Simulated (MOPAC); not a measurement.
MOPAC input (PM3):

```
PM3 PRECISE GNORM=0.05 LET XYZ UHF MS=0.5 GEO-OK AUX(PRECISION=9) THREADS=1
C2H7GeO

C    -2.47900500 1   -0.16522200 1    0.13337200 1
C    -1.29864600 1   -0.42454900 1    1.05353700 1
O    -0.14865800 1   -0.85559400 1    0.33756300 1
Ge    0.97906700 1    0.32793200 1   -0.40475800 1
H    -2.26317900 1    0.65729900 1   -0.55243900 1
H    -2.70140300 1   -1.05382600 1   -0.45886200 1
H    -3.36614400 1    0.09806500 1    0.71389100 1
H    -1.53858300 1   -1.22705800 1    1.75665300 1
H    -1.07287000 1    0.47150100 1    1.64577500 1
H     2.26552800 1   -0.51094700 1   -0.63233800 1
H     1.20166800 1    1.45452100 1    0.65762100 1
```

From the output:

```
                                                       MOPAC v23.2.5 Linux

          FINAL HEAT OF FORMATION =        -35.94086 KCAL/MOL =    -150.37654 KJ/MOL

          COSMO AREA              =        124.38 SQUARE ANGSTROMS
          COSMO VOLUME            =        114.38 CUBIC ANGSTROMS

          GRADIENT NORM           =          0.02324          =       0.00701 PER ATOM
          IONIZATION POTENTIAL    =          9.121112 EV
          ALPHA SOMO LUMO (EV)    =         -9.121  0.540
          BETA  SOMO LUMO (EV)    =        -11.082 -1.887
          NO. OF ALPHA ELECTRONS  =         13
          NO. OF BETA  ELECTRONS  =         12
          MOLECULAR WEIGHT        =        119.6667         POINT GROUP:  C1

          MOLECULAR DIMENSIONS (Angstroms)

            Atom       Atom       Distance
            H    10    H     7     5.76081
            H    11    H     6     3.40026
            H     5    H     8     3.07568

          SCF CALCULATIONS        =         57

   ATOM   CHEMICAL          X               Y               Z
  NUMBER   SYMBOL      (ANGSTROMS)     (ANGSTROMS)     (ANGSTROMS)

     1       C         -2.46170598  *  -0.13231935  *   0.12594808  *
     2       C         -1.25167570  *  -0.42298104  *   1.00284152  *
     3       O         -0.18951915  *  -0.94961747  *   0.26766841  *
     4      Ge          0.99696777  *   0.27125870  *  -0.22913072  *
     5       H         -2.25566333  *   0.65540309  *  -0.61119964  *
     6       H         -2.78697530  *  -1.02102979  *  -0.43035140  *
     7       H         -3.30737743  *   0.20178594  *   0.73997324  *
     8       H         -1.48579760  *  -1.20903830  *   1.74547970  *
     9       H         -0.94452877  *   0.48302094  *   1.56207437  *
    10       H          2.16086847  *  -0.19050710  *  -1.02957030  *
    11       H          0.93351264  *   1.70649404  *   0.14253868  *

                             CARTESIAN COORDINATES

   1    C       -2.461705978    -0.132319350     0.125948080
   2    C       -1.251675701    -0.422981037     1.002841517
   3    O       -0.189519149    -0.949617469     0.267668406
   4   Ge        0.996967766     0.271258704    -0.229130724
   5    H       -2.255663333     0.655403091    -0.611199644
   6    H       -2.786975302    -1.021029792    -0.430351400
   7    H       -3.307377427     0.201785938     0.739973242
   8    H       -1.485797604    -1.209038301     1.745479697
   9    H       -0.944528765     0.483020936     1.562074367
  10    H        2.160868471    -0.190507104    -1.029570303
  11    H        0.933512638     1.706494042     0.142538677

           Empirical Formula: C2 H7 O Ge  =    11 atoms

      MOLECULAR POINT GROUP   :   C1

          ALPHA EIGENVALUES
 -37.86951 -30.77144 -22.44844 -17.38137 -16.56723 -15.35221 -14.40844 -13.31704
 -13.13869 -12.05812 -12.00842 -11.24905  -9.12111   0.54041   0.85073   2.35486
   3.52695   3.89774   4.04694   4.32506   4.66289   4.79003   5.37657

           BETA EIGENVALUES
 -37.82766 -30.74153 -22.42018 -17.33868 -16.47850 -15.03904 -14.38955 -13.32500
 -13.10244 -12.16490 -11.28735 -11.08154  -1.88692   0.67723   0.74727   2.88323
   3.54734   3.90118   4.06001   4.34719   4.67595   4.79077   5.42786

              NET ATOMIC CHARGES AND DIPOLE CONTRIBUTIONS

  ATOM NO.   TYPE          CHARGE      No. of ELECS.   s-Pop       p-Pop
    1          C          -0.144682        4.1447     1.14668     2.99800
    2          C           0.085273        3.9147     1.14799     2.76674
    3          O          -0.380055        6.3801     1.82303     4.55702
    4         Ge           0.406378        3.5936     0.71055     2.88307
    5          H           0.043081        0.9569     0.95692
    6          H           0.050813        0.9492     0.94919
    7          H           0.042174        0.9578     0.95783
    8          H           0.043501        0.9565     0.95650
    9          H           0.025278        0.9747     0.97472
   10          H          -0.072738        1.0727     1.07274
   11          H          -0.099024        1.0990     1.09902
 DIPOLE           X         Y         Z       TOTAL
 POINT-CHG.     0.049     1.170     0.152     1.181
 HYBRID        -0.423     0.006     0.206     0.470
 SUM           -0.374     1.176     0.358     1.285

          ATOMIC ORBITAL ELECTRON POPULATIONS

     Atom    s        px        py        pz
    1  C   1.14668   0.97993   1.01806   1.00001
    2  C   1.14799   0.87435   0.96656   0.92582
    3  O   1.82303   1.37660   1.50771   1.67271
    4 Ge   0.71055   0.92699   0.88278   1.07330
    5  H   0.95692
    6  H   0.94919
    7  H   0.95783
    8  H   0.95650
    9  H   0.97472
   10  H   1.07274
   11  H   1.09902

                    (SZ)    =    0.500000
                    (S**2)  =    0.771642

          ATOMIC ORBITAL SPIN POPULATIONS

    Atom   Total    s     px     py     pz
         Atomic
    1  C  0.0052  0.000  0.001  0.001  0.002
    2  C -0.0009  0.000 -0.001  0.001 -0.001
    3  O  0.0934  0.003  0.023 -0.021  0.089
    4 Ge  1.1006  0.077  0.277  0.107  0.639
    5  H -0.0000 -0.000
    6  H -0.0004 -0.000
    7  H -0.0005 -0.001
    8  H -0.0003 -0.000
    9  H -0.0003 -0.000
   10  H -0.0970 -0.097
   11  H -0.0997 -0.100

 **********************
 *                    *
 * JOB ENDED NORMALLY *
 *                    *
 **********************

 == MOPAC DONE ==
```

The geometry given is a B3LYP-D3(BJ)/def2-TZVP minimum.
